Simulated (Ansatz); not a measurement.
Cartesian coordinates (Å):
```xyz
4

I     -2.0067    -1.3269     0.3323
Al     0.0000     0.0000    -0.1970
I     -0.1879     2.4310    -0.5469
I      2.1946    -1.1041    -0.3763
```
Charge 0, spin multiplicity 1.

The numbers are results of frozen-core CCSD(T)/def2-TZVPP // B3LYP-D3(BJ)/def2-TZVP (Ansatz, an electronic-structure program), not measurements.

```json
{
 "HF energy": "-1132.10868 Ha",
 "MP2 correlation energy": "-1.55034 Ha"
}
```

Estimate the CCSD correlation energy, the (T) correction, the total energy and the T1 diagnostic.


```json
{
 "CCSD correlation energy": "-1.46250 Ha",
 "(T) correction": "-0.03485 Ha",
 "CCSD(T) total energy": "-1133.60603 Ha",
 "T1 diagnostic": "0.008"
}
```
